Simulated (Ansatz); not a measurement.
Reactions of GaH3S3 (`[SH][Ga]([SH])[SH]`).

Calculated with Ansatz (gas phase, PBE0-D4/def2-TZVP geometries, no zero-point term in ΔE). CCSD(T)/CBS is the MP2 limit (def2-TZVPP, def2-QZVPP) plus CCSD(T) − MP2 in def2-TZVPP, frozen cores. This one scheme is used for every species. DFT in def2-TZVPP. Elements past krypton have def2 core potentials. For Br, Cd, Ga, Sn outer-core shells are correlated without core-valence functions, which leaves a few kJ/mol of doubt a bond. Scalar relativity is left out up to krypton. Each species was taken in one conformer, which may not be the lowest.

| reaction | CCSD(T)/CBS(def2) (eV) |
| --- | --- |
| `[SH][Ga]([SH])[SH]` + `C[O][Cd][OH]` → `C[O][Ga]([SH])[SH]` + `[OH][Cd][SH]` | -0.67 |
| `[SH][Ga]([SH])[SH]` + `NBBr` → `[SH][Ga]([SH])[Br]` + `NBS` | -0.23 |
| `[SH][Ga]([SH])[SH]` + `[OH][SnH2][Br]` → `[SH][Ga]([SH])[Br]` + `[OH][SnH2][SH]` | 0.04 |
| `[SH][Ga]([SH])[SH]` + propane → `C[CH](C)[Ga]([SH])[SH]` + H₂S | ? |

**Question.** Fill in the missing values. (Best estimate.)

**Answer.** The calculation gave: `[SH][Ga]([SH])[SH]` + propane → `C[CH](C)[Ga]([SH])[SH]` + H₂S: +1.02 eV.

Largest T1 diagnostic: 0.017, for `C[O][Cd][OH]`.
